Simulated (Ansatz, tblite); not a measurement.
Removing an electron: SiH2Me(OMe) (C2H8OSi). The state is a singlet with charge 0. Geometry: r2SCAN-D4/def2-SVP. Ansatz, gas phase; energy differences of separate SCF runs; the oxidised species was run as a doublet alone.

```xyz
12

Si   -0.553   -0.325    0.333
H    -1.048    0.417    1.540
H    -1.729   -0.578   -0.563
C     0.274   -1.920    0.820
H    -0.427   -2.580    1.356
H     1.135   -1.726    1.479
H     0.639   -2.456   -0.070
O     0.588    0.593   -0.471
C     0.326    1.874   -0.993
H    -0.483    1.857   -1.749
H     1.239    2.251   -1.480
H     0.039    2.593   -0.201
```

The xTB rows come from tblite. HOMO above LUMO, or a gap near zero within one spin, warns that the state may not be the lowest or that an electron is smeared out.

```tsv
level	−HOMO (eV)	vertical IE (eV)	−LUMO (eV)	HOMO–LUMO gap (eV)	remarks
GFN1-xTB	11.76	14.74	4.56	7.20	–
GFN2-xTB	11.00	13.94	4.51	6.49	–
PBE-D4/def2-TZVP	6.42	9.76	0.15	6.27	gap within one spin near zero (+1 doublet)
r2SCAN-D4/def2-TZVP	6.75	9.90	-0.32	7.07	–
PBE0-D4/def2-TZVP	7.94	10.10	-0.71	8.64	–
```

Relaxing the oxidised species (r2SCAN-D4/def2-SVP) changes its energy by -0.39 eV at PBE-D4/def2-TZVP, so the adiabatic ionisation energy to this nearest minimum is 9.37 eV. At PBE0-D4/def2-TZVP it is 9.70 eV.    Raw xTB energy differences between charge states are shifted by several eV; the methods need an empirical correction for them.
